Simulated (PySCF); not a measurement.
# Sc+: ionisation energy

Sc+ [Ar] 3d1 4s1 (3D) → Sc(2+) [Ar] 3d1 (2D), as a difference of total energies. Computed with PySCF 2.14 in ANO-RCC-VTZP, with the spin-free X2C one-electron Hamiltonian (Gaussian nucleus). Correlated levels: valence: [Ar] frozen. The calculations carry no spin-orbit coupling.

Q: Order these methods by the ionisation energy they give, lowest first.
A. UHF
B. CCSD (valence)
C. MP2 (valence)
D. SCS-MP2 (valence)

A: A (12.229 eV), D (12.258 eV), C (12.316 eV), B (12.349 eV).

Errors of the correlated levels include the incompleteness of this basis and the frozen core.

With two correlated electrons CCSD is exact in that space.

For comparison: 12.800 eV (measured; NIST Atomic Spectra Database, ionization energies).
